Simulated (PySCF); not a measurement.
4-fluoro-2,3-dihydrofuran (C₄H₅FO), SMILES FC1=COCC1. Heavy atoms are numbered as in [F:1][C:2]1=[CH:3][O:4][CH2:5][CH2:6]1. Hydrogens are named by the atom that carries them.

Geometry optimised at r2SCAN-D4/def2-SVP. A frequency run showed that this geometry is not a minimum. Other conformers were not sampled.

Level of theory: PBE/def2-TZVP in PySCF.

ESP charges are fitted to the potential on shells at 1.4 to 2.0 van der Waals radii. Atomic charges (e), one atom of each kind:

| atom | meta-Löwdin | Mulliken | ESP fit |
|---|---|---|---|
| F1 | -0.24 | -0.17 | -0.20 |
| C2 | 0.19 | 0.13 | 0.22 |
| C3 (CH) | 0.00 | -0.06 | -0.19 |
| O4 | -0.32 | -0.22 | -0.22 |
| C5 (CH2) | -0.01 | -0.02 | -0.03 |
| C6 (CH2) | -0.24 | -0.20 | -0.07 |
| H on C3 | 0.14 | 0.13 | 0.19 |
| H on C5 | 0.12 | 0.10 | 0.09 |
| H on C6 | 0.12 | 0.11 | 0.06 |

Q: Give the Mayer and Wiberg (Löwdin basis) orders of the bonds. (An estimate is asked for; the answer gives what the named calculation found.)

A: 
```tsv
bond	Mayer	Wiberg
F1–C2	1.10	1.76
C2–C3	1.75	1.90
C3–O4	1.08	1.59
O4–C5	0.97	1.35
C2–C6	1.05	1.19
C5–C6	1.05	1.18
```
